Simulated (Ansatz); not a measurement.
`[CH3][AlH][S]C` + `[SiH3]`• → `[CH3][Al][S]C`• + SiH₄  (hydrogen abstraction from the Al–H bond)

Computed with Ansatz on PBE0-D4/def2-TZVP structures; ΔE is electronic, products minus reactants. CBS: MP2 limit from def2 TZ/QZ plus the TZ coupled-cluster correction, frozen cores. This one scheme is used for every species. DFT in def2-TZVPP. HSE06 is defined as in plane-wave codes. No spin–orbit coupling; open shells (•) take unrestricted orbitals. Each species was taken in one conformer, which may not be the lowest.

`[CH3][AlH][S]C`:

Z-matrix (Å, degrees):
```
C
Al 1 1.951
H 1 1.095 2 111.6
H 1 1.093 2 111.1 3 120.1
H 1 1.095 2 111.7 3 -119.7
S 2 2.176 1 120.8 3 60.0
H 2 1.584 1 124.6 3 -120.0
C 6 1.821 2 103.6 1 0.0
H 8 1.089 6 108.8 2 120.6
H 8 1.089 6 108.8 2 -120.6
H 8 1.089 6 112.0 2 -0.0
```

`[SiH3]`•:

Cartesian coordinates in Å:
```
Si -0.050 -0.333 0.019
H -1.013 0.212 -0.973
H 1.353 -0.115 -0.417
H -0.289 0.236 1.371
```

`[CH3][Al][S]C`•:

Z-matrix (Å, degrees):
```
C
Al 1 1.966
H 1 1.095 2 109.5
H 1 1.092 2 112.4 3 119.8
H 1 1.094 2 110.1 3 -118.7
S 2 2.190 1 115.8 3 87.9
C 6 1.820 2 104.3 1 -178.5
H 7 1.089 6 108.9 2 119.0
H 7 1.089 6 108.7 2 -122.1
H 7 1.090 6 111.7 2 -1.6
```

SiH₄:

Z-matrix (Å, degrees):
```
Si
H 1 1.485
H 1 1.485 2 109.5
H 1 1.485 2 109.5 3 -120.0
H 1 1.485 2 109.5 3 120.0
```

(1) Is it downhill or uphill in electronic energy at CCSD(T)/CBS, and by how much? (Estimate.)

(2) What do these levels give: HSE06-D4, CAM-B3LYP-D4, BLYP, r2SCANh, HSE06, HF/CBS(def2)? (Estimate.)

Largest T1 diagnostic among the species: 0.015.

## Answers

(1) The calculation gave: Downhill: ΔE = -37.4 kJ/mol.

(2) Ansatz gave: HSE06-D4 -41.0, CAM-B3LYP-D4 -36.7, BLYP -42.8, r2SCANh -37.5, HSE06 -41.4, HF/CBS(def2) -35.3 kJ/mol.

At CCSD(T), def2-SVP lies +3.6 kJ/mol from the extrapolated value and def2-TZVPP +0.9 kJ/mol. From BLYP to BHLYP (50 % exact exchange), in def2-TZVPP and without D4, ΔE moves by +5.1 kJ/mol. Leaving LDA and LC-ωPBE aside and taking each functional with its dispersion term where it has one, the values, not all of them listed here, spread over 18.7 kJ/mol, from revPBE-D4 to B97M-V.
